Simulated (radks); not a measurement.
The potassium ion K+, configuration [Ar]. Method: non-relativistic Kohn-Sham, exchange-only LDA, spin-polarised, spherical densities, point nucleus; computed with a radial shooting solver on a logarithmic mesh with Libxc functionals.

Unscreened Slater integrals over Kohn-Sham orbitals (cm^-1). They are taken over the spin-up orbitals.

\begin{tabular}{lr}
integral & value \\ \hline
F0(3p,3p) & 138500 \\
F2(3p,3p) & 68778 \\
F0(3p,3s) & 146100 \\
G1(3p,3s) & 96237 \\
F0(3p,2p) & 190430 \\
F2(3p,2p) & 33501 \\
G0(3p,2p) & 13174 \\
G2(3p,2p) & 13394 \\
F0(3p,2s) & 187660 \\
G1(3p,2s) & 10054 \\
F0(3s,3s) & 154970 \\
F0(3s,2p) & 207240 \\
G1(3s,2p) & 15895 \\
F0(3s,2s) & 204820 \\
G0(3s,2s) & 12731 \\
F0(2p,2p) & 570800 \\
F2(2p,2p) & 266120 \\
F0(2p,2s) & 532690 \\
G1(2p,2s) & 312050 \\
F0(2s,2s) & 507630 \\
\end{tabular}
